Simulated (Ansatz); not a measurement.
An input meant for `FC(F)(F)Sc1ccc(Sc2ccc(Sc3ccc(C(F)(F)F)cc3)cc2)cc1` with charge -1 (charge -1, doublet).

```yaml
crystal:
  periodic: [false, false, false]
  atoms:
    - {symbol: F, position_ang: [5.526488, 2.078161, 1.466031]}
    - {symbol: C, position_ang: [6.424529, 2.374045, 0.502533]}
    - {symbol: F, position_ang: [7.415472, 3.098752, 1.049193]}
    - {symbol: F, position_ang: [5.786588, 3.134321, -0.409424]}
    - {symbol: S, position_ang: [7.177131, 0.873261, -0.240196]}
    - {symbol: C, position_ang: [5.677616, 0.135384, -0.877907]}
    - {symbol: C, position_ang: [4.879832, -0.676001, -0.046873]}
    - {symbol: C, position_ang: [3.713083, -1.262137, -0.546723]}
    - {symbol: C, position_ang: [3.323157, -1.027264, -1.882715]}
    - {symbol: S, position_ang: [1.894941, -1.795388, -2.616344]}
    - {symbol: C, position_ang: [0.700926, -1.804507, -1.295040]}
    - {symbol: C, position_ang: [-0.135413, -2.931014, -1.173076]}
    - {symbol: C, position_ang: [-1.158850, -2.947956, -0.214510]}
    - {symbol: C, position_ang: [-1.331326, -1.856520, 0.655724]}
    - {symbol: S, position_ang: [-2.566728, -1.948853, 1.939429]}
    - {symbol: C, position_ang: [-3.686608, -0.631484, 1.518085]}
    - {symbol: C, position_ang: [-4.589000, -0.222271, 2.524802]}
    - {symbol: C, position_ang: [-5.530858, 0.775572, 2.261276]}
    - {symbol: C, position_ang: [-5.579234, 1.388825, 0.996143]}
    - {symbol: C, position_ang: [-6.551134, 2.511820, 0.741271]}
    - {symbol: F, position_ang: [-6.052718, 3.707876, 1.151191]}
    - {symbol: F, position_ang: [-7.717991, 2.326222, 1.406822]}
    - {symbol: F, position_ang: [-6.845287, 2.638079, -0.575604]}
    - {symbol: C, position_ang: [-4.682042, 0.981471, -0.005383]}
    - {symbol: C, position_ang: [-3.744282, -0.026116, 0.246458]}
    - {symbol: C, position_ang: [-0.477693, -0.737053, 0.547521]}
    - {symbol: C, position_ang: [0.513695, -0.698761, -0.435773]}
    - {symbol: C, position_ang: [4.123268, -0.216168, -2.713704]}
    - {symbol: C, position_ang: [5.299922, 0.356113, -2.214795]}
    - {symbol: H, position_ang: [5.186975, -0.851362, 0.994324]}
    - {symbol: H, position_ang: [3.101482, -1.907309, 0.100465]}
    - {symbol: H, position_ang: [0.016356, -3.797057, -1.834646]}
    - {symbol: H, position_ang: [-1.825088, -3.819135, -0.129910]}
    - {symbol: H, position_ang: [-4.546559, -0.689591, 3.520425]}
    - {symbol: H, position_ang: [-6.236123, 1.085073, 3.046148]}
    - {symbol: H, position_ang: [-4.728245, 1.448664, -0.999683]}
    - {symbol: H, position_ang: [-3.057926, -0.346302, -0.549859]}
    - {symbol: H, position_ang: [-0.609230, 0.115081, 1.230898]}
    - {symbol: H, position_ang: [1.158576, 0.187060, -0.530752]}
    - {symbol: H, position_ang: [3.810939, -0.022553, -3.750941]}
    - {symbol: H, position_ang: [5.921358, 0.999024, -2.854900]}
basis:
  gaussian: {orbitals: def2-mTZVP, fitting: {mean_field: def2-universal-jkfit}}
total_charge: -1
magnetization: {spin_polarized: true, initial_magnetization: 1}
hamiltonian: {xc: {name: PBE}}
outputs: {forces: true}
```

```sh
$ ansatz run in.yaml --threads 2 --pin off --events-out ev --progress --plain --max-ram 22528MiB --backend cuda --devices 0, --max-vram 18GiB
```

It prints (some lines left out):

```
Error: YAML parse error: error: line 50 column 1: unknown field `outputs`, expected one of crystal, accuracy, basis, kpoints, hamiltonian, magnetization, projection, total_charge, correlation, batch, efield, external_charges, scf, relax, neb, saddle, md, ramp, phonons, dielectric, real_time, elastic, magnetic_configurations, gw, evaluate, workflow, output, checkpoint, execution
48 | magnetization: {spin_polarized: true, initial_magnetization: 1}
49 | hamiltonian: {xc: {name: PBE}}
50 | outputs: {forces: true}
```

**Question.** Something in this input is off. What?

**Answer.** The input holds a key that doesn't belong there. The input was rejected before any iteration.
